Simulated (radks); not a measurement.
The boron ion B+ inside a hard spherical wall (all orbitals vanish at R), configuration held at [He] 2s2 and not refilled when levels cross. Calculated with a radial shooting solver on a logarithmic mesh with Libxc functionals: scalar-relativistic Kohn-Sham, LDA (Slater exchange, VWN5 correlation), spin-polarised, spherical densities, point nucleus. Eigenvalues in eV for spin up, with the zero of energy where the potential of the charges vanishes at infinity; a dash marks a level that is unbound or too diffuse for the functional's potential to be trusted. A positive occupied level is held by the wall or, in an anion where self-interaction has pushed it up, behind a barrier. The pressure on the wall is -dE/dV.

R (bohr),E (hartree),kinetic (hartree),e(1s),e(2s),"e(2p, empty)","e(3s, empty)",pressure (GPa)
free,-24.04577,23.899,-191.74,-19.413,-13.457,-4.242,0
15,-24.04577,23.899,-191.74,-19.413,-13.457,-4.239,< 0.0001
12,-24.04577,23.899,-191.74,-19.413,-13.457,-4.203,< 0.0001
10,-24.04577,23.899,-191.74,-19.413,-13.457,-4.064,< 0.0001
5,-24.03966,23.952,-191.38,-19.156,-13.107,3.395,1.12
4,-24.00445,24.164,-190.13,-18.134,-11.902,13.932,11.3
3.5,-23.94163,24.459,-188.60,-16.652,-10.309,24.823,36.5
3,-23.78575,25.060,-185.87,-13.465,-7.163,43.888,124
1.5,-18.95368,36.564,-156.32,63.460,48.609,330.00,12300
